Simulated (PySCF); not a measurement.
Compound: C6H10BOP.
Geometry (PBE0-D3(BJ)/def2-SVP, Å), atoms numbered from 1 in this order:
```
atom  x, y, z in Å
B1    -2.1970    1.3594   -0.7423
P2    -1.6109   -0.3040    0.0051
C3     0.1322   -0.7116    0.0613
C4     1.1909    0.2493    0.2109
C5     2.3473   -0.4660    0.1787
O6     2.0846   -1.7810    0.0180
C7     0.7535   -1.9260   -0.0574
C8    -2.4494   -1.1440    1.3803
C9    -2.5712   -1.8395    0.0357
H10   -3.4069    1.3223   -0.5684
H11   -1.8456    1.3298   -1.9103
H12   -1.6245    2.2016   -0.0643
H13    1.0815    1.3263    0.3169
H14    3.3964   -0.1917    0.2514
H15    0.3863   -2.9382   -0.2058
H16   -3.3392   -0.6434    1.7751
H17   -1.8172   -1.6135    2.1396
H18   -2.0543   -2.7940   -0.0999
H19   -3.5391   -1.7889   -0.4726
```

Level: PBE0/pcSseg-1 and CAM-B3LYP/def2-SVPD in PySCF, non-relativistic, on one gas-phase PBE0-D3(BJ)/def2-SVP geometry that isn't relaxed in the solvent. The solvent is an IEF-PCM continuum (cavity from Bondi-type radii × 1.2). The model holds no explicit solvent molecules, cavitation or dispersion.

Gas phase at PBE0/pcSseg-1: HOMO -7.23 eV, LUMO -0.72 eV, dipole 4.59 D.

Problem. What does the continuum do to the energy, the frontier levels and the dipole at PBE0/pcSseg-1 in chloroform and acetonitrile?

Solution. 
```csv
solvent,ε,E(solvent) − E(gas) (kJ/mol),polarisation term (kJ/mol),distortion of the solute (kJ/mol),HOMO (eV),LUMO (eV),dipole (D)
chloroform,4.711,-25.08,-28.69,3.61,-7.04,-0.53,5.70
acetonitrile,35.69,-34.66,-41.73,7.07,-6.99,-0.48,6.16
```

The polarisation term is half the interaction of the solute with the surface charges that it induces; the rest is the cost of distorting the solute's density. The sum is the electrostatic part of solvation alone. From chloroform to acetonitrile the lowering changes by a factor 1.38, Onsager's factor (ε − 1)/(2ε + 1) by 1.35 and ε itself by 7.6.

Problem. Which radius a makes the point-dipole formula ΔE = −[(ε − 1)/(2ε + 1)]·μ²/a³ give the value in acetonitrile, with the gas-phase dipole?

Solution. μ = 1.806 au and |ΔE| = 0.01320 Eh give a = 2.60 Å; the farthest nucleus lies 4.21 Å from the centroid of the nuclei, so such a sphere wouldn't even hold the nuclei. The formula assumes a rigid point dipole at the centre of a sphere.

Problem. Give the dipole vector in the frame of the coordinates (D, pointing from negative to positive charge), gas and acetonitrile.

Solution. Gas (1.60, -3.83, 1.96), solvent (1.78, -5.30, 2.60). Its length changes by +34 % and its direction by 4°.

Problem. Which Hirshfeld charges (PBE0/pcSseg-1) respond most in acetonitrile (means over atoms taken as equivalent)?

Solution. 
```tsv
atoms	environment	gas (e)	solvent (e)	change
B1	four-coordinate boron	-0.150	-0.168	-0.018
H15	aromatic hydrogen	+0.068	+0.084	+0.016
H10/H11/H12	B–H hydrogen	-0.081	-0.095	-0.014
H17/H18	methylene hydrogen	+0.054	+0.067	+0.013
H14	aromatic hydrogen	+0.072	+0.081	+0.009
C4	aromatic CH carbon	-0.076	-0.084	-0.008
C8/C9	sp3 carbon bound to phosphorus	-0.105	-0.097	+0.008
C7	aromatic CH next to a ring oxygen	+0.018	+0.025	+0.007
```

Problem. Which Mayer bond orders change most in acetonitrile?

Solution. 
```csv
bond,length (Å),gas,solvent,change
C9–P2,1.811,0.951,0.970,+0.019
C3–C4,1.438,1.250,1.232,-0.018
P2–C8,1.817,0.941,0.958,+0.017
B1–H12,1.223,0.908,0.924,+0.016
B1–H10,1.223,0.913,0.928,+0.015
B1–P2,1.915,0.843,0.857,+0.014
C9–H18,1.094,0.930,0.920,-0.010
P2–C3,1.791,0.905,0.911,+0.006
```

Gas phase at CAM-B3LYP/def2-SVPD: HOMO -8.50 eV, LUMO 0.30 eV, dipole 4.52 D.

Problem. What does the continuum do to the energy, the frontier levels and the dipole at CAM-B3LYP/def2-SVPD in acetonitrile?

Solution. 
| solvent | ε | E(solvent) − E(gas) (kJ/mol) | polarisation term (kJ/mol) | distortion of the solute (kJ/mol) | HOMO (eV) | LUMO (eV) | dipole (D) |
| --- | --- | --- | --- | --- | --- | --- | --- |
| acetonitrile | 35.69 | -33.37 | -40.70 | 7.33 | -8.22 | 0.59 | 6.11 |

Problem. How does the static polarisability (CAM-B3LYP/def2-SVPD, frozen core, with the continuum's full static response) change?

Solution. 
| medium | isotropic (au) | principal values (au) | ⟨r²⟩ of the electrons (bohr²) |
| --- | --- | --- | --- |
| gas | 111.8 | 84.5, 118.2, 132.6 | 1498.9 |
| acetonitrile | 154.7 | 121.1, 166.2, 176.9 | 1500.0 |

The isotropic value in acetonitrile is 1.38 times the gas-phase one; no cavity-field correction is applied. ⟨r²⟩ is taken about the centre of nuclear charge.
